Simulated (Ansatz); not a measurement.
Ansatz (an electronic-structure program) input (CCSD(T)/def2-TZVPPD):
A basis named .json is the Basis Set Exchange file of that set.

Ansatz 0.2 input:
```yaml
crystal:
  periodic: [false, false, false]
  atoms:
    - {symbol: Br, position_ang: [1.87192557, -0.20215737, -0.49279845]}
    - {symbol: Al, position_ang: [0.01857086, 0.93564885, 0.08775786]}
    - {symbol: Br, position_ang: [-1.88023402, -0.21644423, 0.45353631]}
    - {symbol: H, position_ang: [0.04937457, 2.48762100, 0.23332289]}
basis:
  gaussian:
    orbitals: def2-TZVPPD.json
magnetization: {spin_polarized: false}
correlation: {method: ccsd_t, electrons: outside_noble_gas}
```

End of the output:

```
integrals: 0.58 GiB planned
1091 factors; integrals over basis functions are off by at most 1.9e-3 eV
1.41 GiB of device memory are held for the factors and their scratch space
mean field: 1.14 GiB planned
mean field evaluation 1: about -146599.8743 eV, gradient 1.5e1 eV
mean field evaluation 2: about -146599.9857 eV, gradient 1.5e1 eV
mean field evaluation 4: about -146600.9296 eV, gradient 1.7e0 eV
mean field evaluation 8: about -146600.9515 eV, gradient 1.2e-1 eV
mean field evaluation 16: about -146600.6151 eV, gradient 7.8e0 eV
mean field -146600.95157692 eV, -5387.4856007578 hartree, gradient 6.3e-6 eV, S^2 0.000000; 0 other end points of the search recorded, 0 dependent functions left out
33 core orbitals not correlated
reference -146600.95157692 eV, -5387.4856007578 hartree; 9, 9 occupied and 137, 137 virtual orbitals, 1091 factors
second order -10.67589410 eV of doubles, -0.00000000 eV of singles
coupled cluster: 2.86 GiB planned
cycle   1  -11.38006058 eV  change   -7.0e-1 eV  update   6.8e-2
cycle   2  -11.63249680 eV  change   -2.5e-1 eV  update   2.0e-2
cycle   3  -11.67162464 eV  change   -3.9e-2 eV  update   9.0e-3
cycle   4  -11.66591062 eV  change    5.7e-3 eV  update   2.5e-3
cycle   5  -11.66522420 eV  change    6.9e-4 eV  update   8.4e-4
cycle   6  -11.66523997 eV  change   -1.6e-5 eV  update   2.6e-4
cycle   7  -11.66523009 eV  change    9.9e-6 eV  update   8.0e-5
cycle   8  -11.66525600 eV  change   -2.6e-5 eV  update   2.6e-5
cycle   9  -11.66525647 eV  change   -4.6e-7 eV  update   8.2e-6
perturbative correction -0.46724693 eV, -0.0171710081 hartree
Total energy: -146613.08408032 eV, -5387.9314620340 hartree
```
